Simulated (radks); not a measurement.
Question: All-electron atom: Lu II in [Xe] 4f14 6s2. All-electron calculation, scalar-relativistic Kohn-Sham, PBEsol, spin-polarised, spherical densities, point nucleus. Program: a radial shooting solver on a logarithmic mesh with Libxc functionals. Some entries of the table are withheld. Estimate them.

orbital,occ.,eigenvalue (eV),<1/r> (bohr^-1)
1s,2,-63231.18,82.21
2s,2,-10771.11,19.18
2p,6,-9477.324,17.55
3s,2,-2447.560,7.090
3p,6,-2059.396,6.587
3d,10,-1593.408,6.236
4s,2,-494.0333,3.001
4p,6,-366.6754,2.734
4d,10,-200.6429,2.420
5s,2,-70.0361,1.137
5p,6,-40.4713,0.9433
4f,14,-18.5386,1.829
6s,2,(1),0.3861
5d,0,-9.2353,0.5524
6p,0,(2),0.2976

Answer: 
(1) 6s eigenvalue (eV): -11.0875
(2) 6p eigenvalue (eV): -6.5532
